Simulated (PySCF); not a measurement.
H₄HfO₄, SMILES [OH][Hf]([OH])([OH])[OH], multiplicity 1.

Geometry: B3LYP-D3(BJ)/def2-SVP. The multiplicity is an assumed one; no other spin state was optimised. The isomer is the one that the SMILES or the coordinates give; other isomers of the formula were not compared. The def2 effective core potentials stand for the cores of Hf; spin–orbit coupling is left out. One conformer was computed; it need not be the lowest.

Two levels are set side by side: PBE/def2-TZVP (PySCF) and CAM-B3LYP/def2-TZVP (PySCF). Same geometry, gas phase. Differences are taken from unrounded values.

| quantity | PBE |
|---|---|
| orbital gap (eV) | 6.12 |
| highest occupied level (eV) | -6.72 |
| lowest empty level (eV) | -0.60 |
| mean polarisability (bohr³) | 52.7 |

### Question
These are the PBE values. What does CAM-B3LYP give? (The exact figures need the calculation; the answer reports its results.)

### Answer

```csv
quantity,CAM-B3LYP,PBE minus CAM-B3LYP
orbital gap (eV),10.66,-4.54
highest occupied level (eV),-9.91,3.19
lowest empty level (eV),0.74,-1.35
mean polarisability (bohr³),48.2,4.5
```

PBE's occupied levels lie high since its potential decays too fast outside the molecule; exact exchange lowers them and widens the gap. PBE's more diffuse valence density responds more strongly to a field. Differences between two approximate levels are no errors against the true value.

Rough cost on one machine, each run with all the roots and properties that it gave: CAM-B3LYP against PBE within a factor of 2.
